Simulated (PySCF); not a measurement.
Species: C₇H₈O₂.
SMILES with atom numbers: `[CH:1]#[C:2][C@H:3]1[CH2:4][CH2:5][C:6](=[O:7])[O:8][CH2:9]1` (hydrogens: H10 on C1; H11 on C3; H12, H13 on C4; H14, H15 on C5; H16, H17 on C9)

The same species was optimised twice, with GFN2-xTB and with PBE0-D3(BJ)/def2-SVP (PySCF), and the same property calculations (PySCF, gas phase) were run on both structures.

```
  coordinate  GFN2-xTB  PBE0-D3(BJ)/def2-SVP  change
   C1≡C2 (Å)     1.196                 1.211  +0.015
   C6–O8 (Å)     1.338                 1.348  +0.010
   C2–C3 (Å)     1.450                 1.457  +0.007
   C6=O7 (Å)     1.201                 1.197  -0.004
   C4–C5 (Å)     1.523                 1.519  -0.004
   C5–C6 (Å)     1.519                 1.515  -0.004
   O8–C9 (Å)     1.419                 1.416  -0.003
   C3–C9 (Å)     1.529                 1.526  -0.003
   C3–C4 (Å)     1.531                 1.529  -0.002
C5–C6–O8 (°)     119.6                 118.1    -1.5
C2–C3–C4 (°)     111.8                 113.1    +1.3
C4–C5–C6 (°)     114.9                 116.0    +1.1
C4–C3–C9 (°)     107.2                 108.2    +1.0
C5–C6–O7 (°)     121.6                 122.6    +1.0
C3–C4–C5 (°)     108.3                 109.0    +0.7
C6–O8–C9 (°)     123.3                 123.9    +0.6
O7–C6–O8 (°)     118.6                 119.2    +0.6
```

Rotational constants: A = 4644, B = 1009, C = 860.0 MHz (GFN2-xTB) against A = 4646, B = 998.7, C = 851.4 MHz (PBE0-D3(BJ)/def2-SVP). Point groups within 0.08 Å: C1 and C1.

On the GFN2-xTB structure: lowest singlet, TDDFT (eV) 5.65 [wB97X-D/def2-SVPD]; isotropic polarisability (au) 83.8 [wB97X-D/def2-SVPD]; HOMO (eV) -9.80 [wB97X-D/def2-SVPD]; LUMO (eV) 1.67 [wB97X-D/def2-SVPD]; dipole (D) 4.50 [wB97X-D/def2-SVPD].

Task: What do these properties become on the PBE0-D3(BJ)/def2-SVP structure?

Result: 
```csv
property,level,on GFN2-xTB,on PBE0-D3(BJ)/def2-SVP,change
"lowest singlet, TDDFT (eV)",wB97X-D/def2-SVPD,5.65,5.69,+0.04
isotropic polarisability (au),wB97X-D/def2-SVPD,83.8,84.9,+1.1
HOMO (eV),wB97X-D/def2-SVPD,-9.80,-9.88,-0.08
LUMO (eV),wB97X-D/def2-SVPD,1.67,1.61,-0.06
dipole (D),wB97X-D/def2-SVPD,4.50,4.40,-0.10
"energy, GFN2-xTB geometry as zero (kcal/mol)",wB97X-D/def2-SVPD,0.0,-0.9,-0.9
```

The heavy atoms differ by 0.033 Å rms after alignment. Among bonds between heavy atoms C1≡C2 changes most (+0.015 Å). Changes are differences of the printed values. Neither structure is proved a minimum here.

wB97X-D is run here without its empirical dispersion term; that term would change no orbital, density or response property at a fixed geometry.
